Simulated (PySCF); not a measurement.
Related systems: redox-flow and redox-shuttle molecule

All values: TDDFT BHandHLYP/6-31G*, gas phase, PySCF SCF with an in-house response code, fitting set def2-universal-JFIT up to Ne and JKFIT beyond, grid level 1 (kernel 0), vertical, one conformer each, geometries GFN2-xTB; core orbitals frozen in the response. The lowest 8 singlets were sought, and the brightest is taken among them. The runs took 0.8 to 3 CPU minutes each on shared server CPUs.

```json
{"system": "C#Cc1ccc2c(c1)Sc1ccccc1S2", "formula": "C14H8S2", "HOMO-LUMO gap / eV": "6.66", "S1 / eV": "4.41", "brightest singlet sought / eV": "5.27", "vertical IP (ΔSCF) / eV": "7.41", "f(S1)": "0.054"}
{"system": "C=Cc1ccc2c(c1)Sc1ccccc1S2", "formula": "C14H10S2", "HOMO-LUMO gap / eV": "6.49", "S1 / eV": "4.34", "brightest singlet sought / eV": "5.22", "vertical IP (ΔSCF) / eV": "7.23", "f(S1)": "0.081"}
{"system": "Cc1ccc2c(c1)Sc1ccccc1S2", "formula": "C13H10S2", "HOMO-LUMO gap / eV": "7.12", "S1 / eV": "4.59", "brightest singlet sought / eV": "5.96", "vertical IP (ΔSCF) / eV": "7.30", "f(S1)": "0.001"}
{"system": "[SiH3]c1cccc2c1Sc1ccccc1S2", "formula": "C12H10S2Si", "HOMO-LUMO gap / eV": "7.20", "S1 / eV": "4.68", "brightest singlet sought / eV": "5.93", "vertical IP (ΔSCF) / eV": "7.53", "f(S1)": "0.001"}
{"system": "C=Cc1cccc2c1Sc1ccccc1S2", "formula": "C14H10S2", "HOMO-LUMO gap / eV": "6.98", "S1 / eV": "4.75", "brightest singlet sought / eV": "5.69", "vertical IP (ΔSCF) / eV": "7.54", "f(S1)": "0.022"}
```
